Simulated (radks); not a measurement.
Results of a calculation; reference values are marked as such.
Task: Species: Nd1.25+. Configuration: [Xe] 4f(up 2, down 2) 6s(up 0.5, down 0.25) (fractional occupations, a model configuration). Code: a radial shooting solver on a logarithmic mesh with Libxc functionals. Model: scalar-relativistic Kohn-Sham, BLYP, spin-polarised, spherical densities, point nucleus. Some entries of the table are withheld. Estimate them.

orbital,occ.,eigenvalue (eV),<r^2> (bohr^2),r(max) (bohr)
1s up,1,-43416.80,0.0007597,0.01510
1s down,1,-43416.80,0.0007597,0.01510
2s up,1,-7028.591,0.01203,0.08549
2s down,1,-7028.589,0.01203,0.08549
2p up,3,-6284.052,0.009622,0.06891
2p down,3,-6284.051,0.009622,0.06891
3s up,1,-1530.364,0.08104,0.2437
3s down,1,-1530.363,0.08104,0.2437
3p up,3,-1295.615,0.08108,0.2387
3p down,3,-1295.613,0.08108,0.2387
3d up,5,-969.9363,0.06880,0.1960
3d down,5,-969.9347,0.06880,0.1960
4s up,1,-310.0596,0.4162,0.5650
4s down,1,-310.0572,0.4162,0.5650
4p up,3,-233.1892,0.4705,0.5897
4p down,3,-233.1863,0.4705,0.5897
4d up,5,-123.9754,0.5807,0.6183
4d down,5,-123.9711,0.5807,0.6183
5s up,1,-47.9101,2.437,1.318
5s down,1,-47.8946,2.435,1.318
5p up,3,-29.4911,3.383,1.497
5p down,3,-29.4668,3.377,1.496
6s up,0.5,-9.5920,17.12,(1)
6s down,0.25,-9.4823,17.20,(2)
4f up,2,-9.1266,1.700,0.6626
4f down,2,-9.1130,1.690,0.6625

Result: 
(1) 6s up r(max) (bohr): 3.476
(2) 6s down r(max) (bohr): 3.475
